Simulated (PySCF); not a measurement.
**Nuclear quadrupole coupling in `CN[SiH2]OC(C)C`**

C₄H₁₃NOSi.
SMILES with atom numbers: `[CH3:1][NH:2][SiH2:3][O:4][CH:5]([CH3:6])[CH3:7]` (hydrogens: H8, H9, H10 on C1; H11 on N2; H12, H13 on Si3; H14 on C5; H15, H16, H17 on C6; H18, H19, H20 on C7)

Structure used (PBE0-D3(BJ)/def2-SVP), in Å, numbered top down from 1:
```
atom  x, y, z in Å
C1     2.4210   -1.2729    0.4758
N2     2.0230   -0.8043   -0.8289
Si3    1.2803    0.7061   -1.1903
O4    -0.3875    0.7672   -1.1344
C5    -1.1417    0.5739    0.0458
C6    -2.3223    1.5251    0.0143
C7    -1.5662   -0.8819    0.1522
H8     2.5059   -0.4188    1.1660
H9     1.7062   -1.9854    0.9310
H10    3.4091   -1.7640    0.4527
H11    2.0158   -1.5246   -1.5428
H12    1.5907    1.0663   -2.5977
H13    1.8186    1.6634   -0.1741
H14   -0.5190    0.8228    0.9319
H15   -2.9407    1.4231    0.9189
H16   -2.9489    1.3131   -0.8660
H17   -1.9741    2.5655   -0.0585
H18   -2.1895   -1.1544   -0.7136
H19   -0.6850   -1.5405    0.1573
H20   -2.1440   -1.0636    1.0712
```

Field gradients from the PBE0/pcSseg-1 density (PySCF, non-relativistic), principal values in atomic units, ordered |Vxx| ≤ |Vyy| ≤ |Vzz|:

```csv
atom,Vxx,Vyy,Vzz
N2,0.3103,0.7340,-1.0443
O4,-0.4886,-1.1595,1.6481
```

Question: Find the asymmetry η = (Vxx − Vyy)/Vzz and the couplings χ = eQV/h (234.96 MHz × Q in barn × V in au), with Q(14N) = 0.02044 b, Q(17O) = −0.0256 b.

Answer: 
```csv
atom,environment,nucleus,η,χzz (MHz),χxx (MHz),χyy (MHz)
N2,silicon-bound nitrogen,14N,0.41,-5.02,1.49,3.53
O4,silyl ether oxygen,17O,0.41,-9.91,2.94,6.97
```

Question: What is Vzz at N2 in SI units (1 au = 9.71736 × 10²¹ V/m²)?

Answer: -1.0443 au = -10.148 × 10²¹ V/m².

Question: And the gradient at the other heavy atoms, for which no coupling is worked out here?

Answer: 
```tsv
atom	environment	Vzz (au)	η
C1	N-methyl carbon	0.239	0.08
Si3	oxygen-bound silicon	-0.333	0.78
C5	sp3 carbon bound to oxygen	0.377	0.04
C6	methyl carbon	0.039	0.53
C7	methyl carbon	0.033	0.48
```

Question: What couplings would deuterons (Q(2H) = 0.00286 b) have in place of the hydrogens, at this geometry?

Answer: 
```json
{"atom": "H8", "bonded to": "C1", "bond length (Å)": "1.101", "Vzz (au)": "0.2842", "η": "0.08", "χzz (kHz)": "191"}
{"atom": "H9", "bonded to": "C1", "bond length (Å)": "1.107", "Vzz (au)": "0.2766", "η": "0.05", "χzz (kHz)": "186"}
{"atom": "H10", "bonded to": "C1", "bond length (Å)": "1.104", "Vzz (au)": "0.2828", "η": "0.06", "χzz (kHz)": "190"}
{"atom": "H11", "bonded to": "N2", "bond length (Å)": "1.014", "Vzz (au)": "0.4064", "η": "0.19", "χzz (kHz)": "273"}
{"atom": "H12", "bonded to": "Si3", "bond length (Å)": "1.486", "Vzz (au)": "0.1431", "η": "0.03", "χzz (kHz)": "96"}
{"atom": "H13", "bonded to": "Si3", "bond length (Å)": "1.496", "Vzz (au)": "0.1367", "η": "0.03", "χzz (kHz)": "92"}
{"atom": "H14", "bonded to": "C5", "bond length (Å)": "1.111", "Vzz (au)": "0.2621", "η": "0.08", "χzz (kHz)": "176"}
{"atom": "H15", "bonded to": "C6", "bond length (Å)": "1.101", "Vzz (au)": "0.2924", "η": "0.03", "χzz (kHz)": "196"}
{"atom": "H16", "bonded to": "C6", "bond length (Å)": "1.101", "Vzz (au)": "0.2905", "η": "0.03", "χzz (kHz)": "195"}
{"atom": "H17", "bonded to": "C6", "bond length (Å)": "1.100", "Vzz (au)": "0.2936", "η": "0.03", "χzz (kHz)": "197"}
{"atom": "H18", "bonded to": "C7", "bond length (Å)": "1.101", "Vzz (au)": "0.2907", "η": "0.02", "χzz (kHz)": "195"}
{"atom": "H19", "bonded to": "C7", "bond length (Å)": "1.100", "Vzz (au)": "0.2925", "η": "0.03", "χzz (kHz)": "197"}
{"atom": "H20", "bonded to": "C7", "bond length (Å)": "1.101", "Vzz (au)": "0.2924", "η": "0.03", "χzz (kHz)": "196"}
```

The structure is a single PBE0-D3(BJ)/def2-SVP conformer in the gas phase; no vibrational or solvent corrections. The small basis limits the accuracy of the gradients.

These values come from a run that also computed NMR shieldings. The run took 53 s wall on one thread, Arm Neoverse N1 (aarch64), shared host, and the process peaked at 0.95 GiB of memory.
